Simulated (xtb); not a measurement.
benzonitrile (C7H5N), singlet, at a GFN2-xTB geometry. Base run: GFN2-xTB in xtb 6.7.1.

Input for xtb:
```
$ xtb mol.xyz --gfn 2 --json

# file mol.xyz
13

N      3.11954950     0.55509879     0.02098944
C      1.99092193     0.35426857     0.01339563
C      0.59841258     0.10648271     0.00402633
C     -0.29759092     1.17226289     0.09170135
C     -1.65657157     0.92270395     0.08196575
C     -2.12584534    -0.37827711    -0.01430344
C     -1.23539287    -1.43730580    -0.10142392
C      0.12626512    -1.20274894    -0.09285409
H      0.07933305     2.18171727     0.16631022
H     -2.35309519     1.74500709     0.14964731
H     -3.18890940    -0.56744083    -0.02145612
H     -1.60456936    -2.44924172    -0.17627588
H      0.82920083    -2.02005096    -0.16019728
```

The base run was repeated with changes; each row names its change, and settings that it needs were set with it.

| change | ΔE vs base (kcal/mol) | HOMO-LUMO gap (eV) | dipole (D) | G_solv (kcal/mol) | SCF cycles |
|---|---|---|---|---|---|
| base | 0.000 | 3.98 | 4.21 | - | 11 |
| file = coord | 0.000 | 3.98 | 4.21 | - | 11 |
| acc = 0.0001 | 0.000 | 3.98 | 4.21 | - | 17 |
| etemp = 3000 | -0.017 | 3.98 | 4.21 | - | 11 |
| alpb = dmf | -8.66 | 4.00 | 4.80 | -8.93 | 11 |
| gbsa = chcl3 | -8.05 | 3.98 | 5.06 | -8.62 | 11 |
| acc = 30 | 0.000 | 3.98 | 4.21 | - | 8 |
| etemp = 10000 | ? | ? | ? | - | 12 |

Question: Complete the blanks.

Answer: 
- etemp = 10000, ΔE vs base (kcal/mol): -19.18
- etemp = 10000, HOMO-LUMO gap (eV): 4.04
- etemp = 10000, dipole (D): 4.09

ALPB and GBSA are two models with their own fitted parameters for each solvent, which aren't always the measured dielectric constant.
